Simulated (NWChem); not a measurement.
System meant: CsBr; SMILES [Br][Cs]

The following NWChem deck was run.

```
start job
memory heap 200 mb stack 900 mb global 1100 mb
geometry units angstroms noautoz
  Cs     0.000000     0.000000    -1.208996
  Br     0.000000     0.000000     1.890419
end
basis spherical
  * library def2-svp
end
dft
  xc pbe0
  iterations 150
  mulliken
end
task dft energy
```

End of the output:

```
             Grid Information
             ----------------
          Grid used for XC integration:  medium
          Radial quadrature: Mura-Knowles
          Angular quadrature: Lebedev.
          Tag              B.-S. Rad. Rad. Pts. Rad. Cut. Ang. Pts.
          ---              ---------- --------- --------- ---------
          Cs                  2.60      123          14.0       590
          Br                  1.15      112          12.0       590
          Grid pruning is: on
          Number of quadrature shells:   235
          Spatial weights used:  Erf1

          Convergence Information
          -----------------------
          Convergence aids based upon iterative change in
          total energy or number of iterations.
          Levelshifting, if invoked, occurs when the
          HOMO/LUMO gap drops below (HL_TOL):  1.00D-02
          DIIS, if invoked, will attempt to extrapolate
          using up to (NFOCK): 10 stored Fock matrices.

                    Damping( 0%)  Levelshifting(0.5)       DIIS
                  --------------- ------------------- ---------------
          dE  on:    start            ASAP                start
          dE off:    2 iters        150 iters           150 iters

      Screening Tolerance Information
      -------------------------------
          Density screening/tol_rho:  1.00D-10
          AO Gaussian exp screening on grid/accAOfunc:  14
          CD Gaussian exp screening on grid/accCDfunc:  20
          XC Gaussian exp screening on grid/accXCfunc:  20
          Schwarz screening/accCoul:  1.00D-08

      Superposition of Atomic Density Guess
      -------------------------------------

      charge =      55.0 Cs (Caesium)

      symmetry species            s     p     d     f
      number of basis functions = 7     6     2
      number of cont. functions = 5     3     2
      number of closed shells   = 5     4     2
      number of open shells     = 1     0     0
      open shell occupation     = 1     0     0
 ------------------------------------------------------------------------
 atomscf:atomd: error in atom scf                   0
 ------------------------------------------------------------------------
 ------------------------------------------------------------------------
  current input line :
    15: task dft energy
 ------------------------------------------------------------------------
 ------------------------------------------------------------------------
 This error has not yet been assigned to a category
 ------------------------------------------------------------------------
 For more information see the NWChem manual at https://nwchemgit.github.io

0:atomscf:atomd: error in atom scf:Received an Error in Communication
```

Question: What is wrong, and how is it mended?

Answer: The program stopped with an error. Cause: the def2 basis of a heavy element holds valence functions alone and wants its effective core potential (without it all electrons must fit into that basis). This input runs:
```
start job
memory heap 200 mb stack 900 mb global 1100 mb
geometry units angstroms noautoz
  Cs     0.000000     0.000000    -1.208996
  Br     0.000000     0.000000     1.890419
end
basis spherical
  * library def2-svp
end
ecp
  Cs library def2-ecp
end
dft
  xc pbe0
  iterations 150
  mulliken
end
task dft energy
```
It converges to -2593.78468 Ha (PBE0/def2-SVP with def2 effective core potentials on Cs).
